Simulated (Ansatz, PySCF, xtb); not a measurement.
Isomers of C2H7Ga: 1 is [CH3][GaH][CH3], 2 is C[CH2][GaH2]; one conformer of each (the lowest of an xTB search), B3LYP-D3(BJ)/def2-TZVP minima.
Isomer 1 (charge 0, multiplicity 1, Z-matrix in Å and degrees):
```
Ga
H 1 1.5817
C 1 1.9838 2 118.87
H 3 1.0898 1 112.43 2 174.98
H 3 1.0924 4 108.87 1 122.69
H 3 1.0934 4 108.45 5 115.87
C 1 1.9838 2 118.85 3 -179.93
H 7 1.0898 1 112.44 2 176.34
H 7 1.0925 8 108.81 1 122.52
H 7 1.0932 8 108.51 9 115.86
```
Isomer 2 (charge 0, multiplicity 1):
```xyz
10

C     -1.2255    -0.5153    -0.1197
C     -0.2106     0.5632     0.2667
Ga     1.6958     0.1302    -0.0912
H     -1.1804    -0.7457    -1.1863
H     -1.0415    -1.4499     0.4146
H     -2.2510    -0.2085     0.1042
H     -0.4260     1.5040    -0.2517
H     -0.2874     0.8061     1.3322
H      2.8280     1.1668     0.2697
H      2.0987    -1.2511    -0.7385
```

No zero-point or thermal terms.

The values were computed with Ansatz (Gaussian orbitals); PySCF for the dispersion terms; xtb for the GFN methods. Each number belongs to the level named beside it.

Task: One of these levels gives 0.435 eV for the electronic energy of isomer 2 less that of isomer 1. Which?
A. B3LYP-D4/def2-TZVPP
B. GFN2-xTB
C. HF/cc-pVTZ

Result: C, HF/cc-pVTZ. The others give -0.014 (GFN2-xTB), 0.488 (B3LYP-D4/def2-TZVPP)

Ansatz is a program for electronic structure.
